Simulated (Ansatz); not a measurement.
`[SnH3][O][Ga]([TeH])[TeH]` at its PBE0-D4/def2-TZVP geometry, where that method's forces vanish. Charge 0, multiplicity 1. Sn, Te: def2 effective core potential.

```csv
atom,x (Å),y (Å),z (Å)
Sn1,2.033,0.929,-0.163
O2,0.704,-0.347,0.510
Ga3,-1.018,-0.524,0.130
Te4,-2.291,-2.356,1.297
Te5,-2.069,1.060,-1.542
H6,1.227,1.957,-1.270
H7,3.244,-0.001,-0.919
H8,2.607,1.778,1.197
H9,-0.909,-2.793,2.101
H10,-3.527,0.297,-1.339
```

(1) For each bond, give half the difference of the two atoms' forces along it (eV/Å; positive pushes the atoms apart) under PBE-D4, r2SCAN-D4, B3LYP-D4, ωB97M-V in def2-TZVPP. (Best estimate.)

## Answers

(1) Ansatz gave: 
```
   bond  length (Å)  PBE-D4  r2SCAN-D4  B3LYP-D4  ωB97M-V
 Sn1–O2       1.962    0.31       0.14      0.18     0.08
 Sn1–H6       1.712    0.01      -0.04      0.00    -0.06
 Sn1–H7       1.704    0.05      -0.02     -0.01    -0.09
 Sn1–H8       1.704    0.05      -0.02     -0.01    -0.09
 O2–Ga3       1.771    0.28       0.02      0.10     0.06
Ga3–Te4       2.518    0.03      -0.01      0.06    -0.11
Ga3–Te5       2.532    0.01      -0.02      0.08    -0.08
 Te4–H9       1.657    0.25       0.02      0.07    -0.13
Te5–H10       1.658    0.26       0.03      0.08    -0.12
```

B3LYP here is the variant with VWN-RPA as its local correlation; programs differ in this.
